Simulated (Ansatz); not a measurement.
Calculated with Ansatz (gas phase, PBE0-D4/def2-TZVP geometries, no zero-point term in ΔE). CCSD(T)/CBS is the MP2 limit (def2-TZVPP, def2-QZVPP) plus CCSD(T) − MP2 in def2-TZVPP, frozen cores. This one scheme is used for every species. DFT in def2-TZVPP. For Ge outer-core shells are correlated without core-valence functions, which leaves a few kJ/mol of doubt a bond. Scalar relativity is left out up to krypton. One conformer a species, not always the lowest.

Reaction (silylene loss): `[SiH3][SiH2][SiH2][GeH3]` → `[SiH3][SiH2][GeH3]` + `[SiH2]`

Task: Is it downhill or uphill in electronic energy at CCSD(T)/CBS, and by how much? (An estimate is asked.)

Result: Ansatz gave: Uphill: ΔE = +2.55 eV.

Task: What do these levels give: revPBE-D4, BLYP-D4, r2SCANh-D4, r2SCAN0-D4, CAM-B3LYP-D4, B2PLYP, PBE, revPBE, r2SCAN0, CAM-B3LYP, MP2/CBS(def2), CCSD/CBS(def2)? (Best estimate.)

Result: Ansatz gave: revPBE-D4 2.63, BLYP-D4 2.42, r2SCANh-D4 2.79, r2SCAN0-D4 2.80, CAM-B3LYP-D4 2.54, B2PLYP 2.45, PBE 2.59, revPBE 2.43, r2SCAN0 2.76, CAM-B3LYP 2.43, MP2/CBS(def2) 2.71, CCSD/CBS(def2) 2.48 eV.

Task: What do rigid-rotor, harmonic-oscillator terms from PBE0-D4/def2-TZVP frequencies (298.15 K, 1 bar) make of the CCSD(T)/CBS value? (Estimate.)

Result: Ansatz gave: ΔZPE = -0.15 eV, ΔH = +2.43 eV, ΔS = 145 J/(mol·K), ΔG = +1.98 eV. Modes under 50 cm⁻¹ make the entropy rough.

Largest T1 diagnostic among the species: 0.014.

From BLYP to BHLYP (50 % exact exchange), in def2-TZVPP and without D4, ΔE moves by +0.21 eV. In def2-TZVPP, CCSD(T) changes the Hartree–Fock value by +0.26 eV (the triples alone add +0.06 eV) and MP2 by +0.42 eV.
